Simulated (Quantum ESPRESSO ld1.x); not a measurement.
Values are calculated unless marked as measured or tabulated.
Valence configurations of F I (all share [He]). Code: ld1.x of Quantum ESPRESSO 7.5. Model: non-relativistic Kohn-Sham, BLYP, spin-unpolarised, spherical densities, point nucleus. Energies are relative to 2s2 2p5; eigenvalues in eV.

| valence | E (eV) | e(2p) | e(2s) |
|---|---|---|---|
| 2s2 2p5 | 0.000 | -11.131 | -29.695 |
| 2s1.5 2p5.5 | 9.290 | -11.337 | -29.932 |
| 2s1 2p6 | 18.595 | -11.538 | -30.164 |

NIST lists [He] 2s2 2p5 as the ground configuration; this level of theory agrees among the configurations tried. The energies are those of spherical spin-averaged densities, not of single terms.
